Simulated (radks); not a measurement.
Task: Ionisation ladder of lutetium, from Lu53+ to Lu66+ (ions without a valid solution omitted). Each ion is in the ground configuration listed by NIST, and IE = E(next ion) - E(this ion). All-electron calculation, scalar-relativistic Kohn-Sham, SCAN, spin-polarised, spherical densities, finite nucleus; open shells are filled with parallel spins first (spin-orbit coupling, left out, can overturn this in heavy ions); meta-GGA in the generalised Kohn-Sham scheme; Fermi nuclear charge, rms radius 5.37 fm. Program: a radial shooting solver on a logarithmic mesh with Libxc functionals.

species  configuration  IE, Delta-SCF (eV)  -e(HOMO) (eV)     HOMO  <r> HOMO (bohr)
Lu53+             [Ar]              5262.8         5209.8       3p            0.195
Lu54+     [Ne] 3s2 3p5              5373.6         5321.4  3p down            0.194
Lu55+     [Ne] 3s2 3p4                   ?         5431.1  3p down            0.193
Lu56+     [Ne] 3s2 3p3                   ?         5583.3    3p up            0.192
Lu61+             [Ne]             14599.6        14452.0       2p           0.0714
Lu62+     [He] 2s2 2p5             14904.2        14758.7  2p down           0.0710
Lu63+     [He] 2s2 2p4                   ?        15058.6  2p down           0.0706
Lu64+     [He] 2s2 2p3             15638.7        15485.2    2p up           0.0700
Lu65+     [He] 2s2 2p2             15952.8        15801.5    2p up           0.0696
Lu66+     [He] 2s2 2p1                   ?        16110.6    2p up           0.0692

Estimate the withheld Delta-SCF values.

Result: Lu55+: 5482.0 eV (NIST 5408); Lu56+: 5638.0 eV (NIST 5525); Lu63+: 15198.8 eV (NIST 14890); Lu66+: 16256.7 eV (NIST 17120).
